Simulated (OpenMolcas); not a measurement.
OpenMolcas run: Hf3+

Input:

```
&GATEWAY
Coord
1

Hf 0.0 0.0 0.0
Basis=ANO-R3
Group=XYZ
NoMove
AngMom=0.0 0.0 0.0
AMFI
&SEWARD
&RASSCF
FileOrb=start.orb
Symmetry=1
Spin=2
nActEl=1 0 0
Inactive=15 19
Ras2=5 0
CIRoot=5 5 1
SDav=5
CIMx=300
Iter=120 100
PrWF=0.3
OrbListing=Nothing
MaxOrb=0
Atom
>>> COPY $Project.JobIph JOB001
&RASSI
NrOfJobIphs=1 5
1 2 3 4 5
IphNames
JOB001
EJob
SpinOrbit
DIPRint=1.0
SOCoupling=1000.0
Subsets=2
MEES
Property=10
'ANGMOM' 1 'ANGMOM' 2 'ANGMOM' 3 'MLTPL  1' 1 'MLTPL  1' 2 'MLTPL  1' 3
'AMFI' 1 'AMFI' 2 'AMFI' 3 'MLTPL  2' 6
SOProperty=3
'ANGMOM' 1 'ANGMOM' 2 'ANGMOM' 3
```

Launched by
```bash
OMP_NUM_THREADS=1 MOLCAS_MEM=2252 MOLCAS_PROJECT=a pymolcas a.inp > a.log  # once for each step of the input, in one work folder
```

A driver script runs the steps one by one and writes start.orb anew before each from the orbitals found so far.

Output, cut to the results:

```
--- SEWARD ---
Basis set label: HF.ANO-R...9S7P7D4F3G1H.

      Electronic valence basis set:
      ------------------
      Associated Effective Charge  72.000000 au
      Associated Actual Charge     72.000000 au
      Nuclear Model: Finite nucleus - Gaussian distribution
        Gaussian exponent, Xi/bohr**(-2):  1.50087E+08

      Shell  nPrim  nBasis  Cartesian Spherical Contaminant
         s      25       9        X
         p      20       7        X
         d      15       7                 X
         f      10       4                 X
         g       4       3                 X
         h       3       1                 X
                  Relativistic X2C integrals
                  Atomic mean-field integrals
--- RASSCF ---
Wave function specifications:
      -----------------------------

      Number of closed shell electrons          68
      Number of electrons in active shells       1
      Max number of holes in RAS1 space          0
      Max nr of electrons in RAS3 space          0
      Number of inactive orbitals               34
      Number of active orbitals                  5
      Number of secondary orbitals              92
      Spin quantum number                      0.5
      State symmetry                             1
Orbital specifications:
      -----------------------

      Symmetry species                           1   2
                                                ag  au
      Frozen orbitals                            0   0
      Inactive orbitals                         15  19
      Active orbitals                            5   0
      RAS1 orbitals                              0   0
      RAS2 orbitals                              5   0
      RAS3 orbitals                              0   0
      Secondary orbitals                        51  41
      Deleted orbitals                           0   0
      Number of basis functions                 71  60
      Number of CSFs                             5
      Number of root(s) required                 5
      Iter CI   SX   CI       RASSCF       Energy    max ROT     max BLB   max BLB  Level Ln srch  Step   QN
          iter iter root      energy       change     param      element    value   shift minimum  type update
 Nr of preliminary CI iterations:   1
      Total energies have been shifted. Add               -15000.00 au
        1   1   11    0   -72.01455884    0.00E+00   3.04E-01*  18  24 2 -1.23E-01*  0.04   0.00    SX    NO
        2   1   11    0   -72.08609228   -7.15E-02*  3.18E-02   15  34 2 -1.08E-01*  0.07   0.00    SX    NO
        3   1   11    0   -72.08193989    4.15E-03*  2.42E-02   16  42 2 -1.36E-01*  0.04   0.00    SX    NO
        4   1   11    0   -72.07467084    7.27E-03* -2.08E-02   12  38 2  1.67E-01*  0.07   0.00    SX    NO
        5   1   11    0   -72.06370775    1.10E-02*  1.51E-02   15  41 2 -2.02E-01*  0.03   0.45    SX   YES
        6   1   11    0   -72.09366751   -3.00E-02* -3.74E-03   13  39 2  6.94E-02*  0.06   0.75    QN   YES
        7   1    9    0   -72.09747272   -3.81E-03* -3.15E-04   16  49 2 -1.43E-03*  0.05   1.00    QN   YES
        8   1    7    0   -72.09747507   -2.35E-06* -1.22E-04   19  25 2  2.17E-04*  0.05   1.09    QN   YES
        9   1    6    0   -72.09747516   -8.70E-08* -3.28E-05    9  24 1 -2.09E-05   0.05   0.97    QN   YES
       10   1    4    0   -72.09747516   -9.35E-10  -4.84E-06    9  24 1 -3.27E-06   0.05   0.95    QN   YES
      Convergence after 10 iterations
       11   1    4    0   -72.09747516   -3.09E-11  -4.84E-06   19  25 2  4.05E-07   0.05   0.95    QN   YES
      Natural orbitals and occupation numbers for root  1
      sym 1:   0.000000   0.000000  -0.000000   1.000000   0.000000
      Natural orbitals and occupation numbers for root  2
      sym 1:   0.000000   0.000000   1.000000  -0.000000   0.000000
      Natural orbitals and occupation numbers for root  3
      sym 1:   0.000000   1.000000   0.000000   0.000000   0.000000
::    RASSCF root number  1 Total energy: -15072.09747516
::    RASSCF root number  2 Total energy: -15072.09747516
::    RASSCF root number  3 Total energy: -15072.09747516
::    RASSCF root number  4 Total energy: -15072.09747516
::    RASSCF root number  5 Total energy: -15072.09747516

--- RASSI ---
SPIN-FREE ENERGIES:
  (Shifted by EMIN (a.u.) =     -15072.0974751608)

 SF State       Relative EMIN(au)   Rel lowest level(eV)    D:o, cm**(-1)      L_eff

     1             0.0000000000        0.0000000000              0.0000         2.0
     2             0.0000000000        0.0000000000              0.0000         2.0
     3             0.0000000000        0.0000000000              0.0000         2.0
     4             0.0000000000        0.0000000000              0.0000         2.0
     5             0.0000000000        0.0000000000              0.0000         2.0
     Dipole printing threshold changed to   1.00000000E+00
Eigenvalues of complex Hamiltonian:
   -----------------------------------
  (Shifted by EMIN (a.u.) =     -15072.0974751608)

 SO State       Relative EMIN(au)   Rel lowest level(eV)    D:o, cm**(-1)     J-value

     1            -0.0137271807        0.0000000000              0.0000         0.9
     2            -0.0137271807        0.0000000000              0.0000         1.1
     3            -0.0137271807        0.0000000000              0.0000         1.3
     4            -0.0137271807        0.0000000000              0.0000         1.3
     5             0.0091514538        0.6225593604           5021.2799         1.4
     6             0.0091514538        0.6225593604           5021.2799         2.3
     7             0.0091514538        0.6225593604           5021.2799         1.4
     8             0.0091514538        0.6225593604           5021.2799         2.2
     9             0.0091514538        0.6225593604           5021.2799         2.2
    10             0.0091514538        0.6225593604           5021.2799         2.2
Weights of the five most important spin-orbit-free states for each spin-orbit state.

 SO State  Total energy (au)           Spin-free states, spin, and weights
 -------------------------------------------------------------------------------------------------------
...
```

The J values that RASSI prints are effective ones from its own formula and need not be integers or half-integers; the table below assigns J from the states.

Levels above the lowest, from the spin-orbit matrix, grouped by J:

```csv
Configuration,Term,J,E (cm-1),g,Term weight %
5d,2D,3/2,0.0,0.800,100
5d,2D,5/2,5021,1.200,100
```

With one active electron the reference holds no correlation, so core polarisation is missing. Only configurations of the active space appear.

The RASSCF and RASSI steps took 5.7 s on 1 thread of Arm Neoverse V1 (shared host); the integral step is not counted.

The term weight is that of the spin-free term in the level, not the purity of its configuration.
